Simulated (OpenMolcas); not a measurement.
Computed levels of 3d3 in ions with 21 electrons, in cm-1 above 4F 3/2.

```
Program             : OpenMolcas
Method              : SS-CASPT2, IPEA 0.25 Eh, imaginary shift 0.1 Eh
Basis               : ANO-RCC-VTZP
Scalar Hamiltonian  : DKH2, point nucleus
Spin-orbit coupling : RASSI with atomic mean-field integrals over the reference wave functions, term energies averaged over their components
```

Active space for each ion: 3 electrons in 5 orbitals (3d); closed shells correlated by CASPT2: 3s 3p.

```csv
Level,V2+,Mn4+,Fe5+,Ni7+
4F 5/2,154,374,544,989
4F 7/2,366,881,1275,2290
4F 9/2,632,1506,2170,3850
2G 7/2,11840,18110,21080,26520
2G 9/2,12070,18630,21820,27740
4P 1/2,12080,17170,19610,24300
4P 3/2,12150,17320,19820,24580
4P 5/2,12320,17760,20460,25830
2D 3/2(1),16180,24130,27890,34330
```

Question: Estimate 4F 9/2, 2G 7/2, 2G 9/2 for Cr3+ from its neighbours V2+ and Mn4+.

Answer: 4F 9/2 is fine structure, which grows about as the fourth power of a screened charge, so the fourth roots are averaged: ((632^0.25 + 1506^0.25) / 2)^4 = 999. The calculation gives 1001, so the estimate is off by -0.2 %; the measured value is 946 (Sugar and Corliss, J. Phys. Chem. Ref. Data 6, 317 (1977)).
2G 7/2 is another term, which grows about linearly with the charge: (11840 + 18110) / 2 = 14975. The calculation gives 15110, so the estimate is off by -0.9 %; the measured value is 15052 (Sugar and Corliss, J. Phys. Chem. Ref. Data 6, 317 (1977)).
2G 9/2 is another term, which grows about linearly with the charge: (12070 + 18630) / 2 = 15350. The calculation gives 15470, so the estimate is off by -0.8 %; the measured value is 15402 (Sugar and Corliss, J. Phys. Chem. Ref. Data 6, 317 (1977)).

Mixed levels, with the weight of the term that names them: Cr3+ 2D 3/2(1) (70 %), Mn4+ 2D 3/2(1) (68 %), Fe5+ 2D 3/2(1) (65 %), Ni7+ 2D 3/2(1) (65 %).

CASPT2 does not keep the components of a term degenerate, so their means are used; among the terms shown or strongly mixed into the levels shown the widest spread is 900 cm-1 (3d3 4F, Cr3+). The CASPT2 spread within a term exceeds the gap to the next term for 3d3 2D(1) and 3d3 2P, so the order of their levels is uncertain, and so are names and mixing where such terms share a J (figures for Cr3+; the like holds for Mn4+, Fe5+, Ni7+). Measured partners are found by configuration, term and J. A level has none where our copy of the source lacks it or the pairing is in doubt (some pairs that miss far off the trend of their configuration count as doubtful), and it then counts in no deviation. Levels of configurations outside the active space are missing.

A number in round brackets counts repeated terms of one configuration in the order of the reference energies.
